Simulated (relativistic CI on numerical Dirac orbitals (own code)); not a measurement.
Radial Dirac CI calculation of Pr IV.

Command:

```sh
python run_levels.py task.json out
```

Input:

```
atom Pr  Z=59  charge=3  electrons=56
nucleus A=141  rms_radius_fm=4.8919
hamiltonian dirac-coulomb  breit=on  qed=on  c_scale=1
orbitals kli  potential=per-configuration
slater_scale 1
correlation none
mixing on
grid step=0.0125 r_max=50.3
scf mixing=0.4 start=green max_iterations=150 tolerance=2e-08 node_fill=0.05
configurations
  [Xe] 4f2
  [Xe] 4f 5d
  [Xe] 5d2
end
```

Output:

```
SCF 1: [Xe] 4f2
 iter      energy (Ha)   residual   last orbital (Ha)
    1     -9217.854616   2.10e+00     -2.82048
    2     -9234.725721   7.89e-01     -2.12139
    3     -9236.778595   2.11e-01     -1.97406
    4     -9236.890036   1.25e-01     -1.98176
    5     -9236.935512   9.21e-03     -1.99232
    6     -9236.935472   3.15e-03     -1.99959
    7     -9236.934940   7.09e-04     -2.00291
    8     -9236.934954   2.73e-04     -2.00376
    9     -9236.934905   1.86e-05     -2.00411
   10     -9236.934902   5.76e-07     -2.00413
   11     -9236.934902   3.23e-07     -2.00413
   12     -9236.934902   2.65e-08     -2.00413
   13     -9236.934902   5.20e-10     -2.00413
SCF 2: [Xe] 4f 5d
 iter      energy (Ha)   residual   last orbital (Ha)
    1     -9219.643942   1.98e+00     -1.65429
    2     -9234.496769   8.02e-01     -1.22097
    3     -9236.603077   1.76e-01     -1.08566
    4     -9236.707429   7.01e-02     -1.11148
    5     -9236.713037   2.58e-02     -1.10097
    6     -9236.712197   5.18e-03     -1.09237
    7     -9236.712511   8.76e-04     -1.09385
    8     -9236.712576   1.71e-04     -1.09428
    9     -9236.712575   1.51e-04     -1.09427
   10     -9236.712568   3.72e-07     -1.09421
   11     -9236.712568   1.15e-07     -1.09421
   12     -9236.712568   2.71e-09     -1.09421
SCF 3: [Xe] 5d2
 iter      energy (Ha)   residual   last orbital (Ha)
    1     -9220.974410   1.92e+00     -1.65429
    2     -9234.082119   7.99e-01     -1.26082
    3     -9236.182746   1.73e-01     -1.13992
    4     -9236.272304   3.04e-02     -1.17372
    5     -9236.273461   1.45e-02     -1.16736
    6     -9236.273205   2.27e-03     -1.15878
    7     -9236.273343   1.57e-04     -1.16029
    8     -9236.273338   3.93e-05     -1.16024
    9     -9236.273338   1.77e-06     -1.16021
   10     -9236.273338   3.07e-07     -1.16021
   11     -9236.273338   2.88e-09     -1.16021
orbital energies (Ha): 4p3/2 -9.1055  4d3/2 -5.5533  4d5/2 -5.4209  5s -2.7147  5p1/2 -2.1169  5p3/2 -2.0041  4f5/2 -1.4125  4f7/2 -1.3979
configuration averages (Ha): Dirac-Coulomb, Breit, QED
  4f2                          -9236.934902    7.837323    5.230283
  4f 5d                        -9236.712568    7.841379    5.230788
  5d2                          -9236.273338    7.846125    5.231373
levels: no., configuration, term, J, E (cm-1), weight
   1 4f2                    3H   4                0.0  0.97
   2 4f2                    3H   5             2068.2  1.00
   3 4f2                    3H   6             4246.1  1.00
   4 4f2                    3F   2             6328.5  0.99
   5 4f2                    1G   4             7547.0  0.52
   6 4f2                    3F   3             7626.5  1.00
   7 4f2                    3F   4            10375.2  0.54
   8 4f2                    1D   2            21803.4  0.94
   9 4f2                    1I   6            26529.7  1.00
  10 4f2                    3P   0            27507.1  0.99
  11 4f2                    3P   1            28043.7  1.00
  12 4f2                    3P   2            29025.3  0.95
  13 4f 5d                  1G*  4            54259.1  0.77
  14 4f 5d                  3F*  2            55324.1  0.90
lowest total energy -9223.922817 Ha
end: converged
```

With so few configurations and no correlation, terms lie too far apart (by 10 to 50 % or more near neutrality), their order can be wrong, and levels of other configurations are missing. Levels that differ in their count of f electrons can be misplaced by tens of thousands of cm⁻¹.
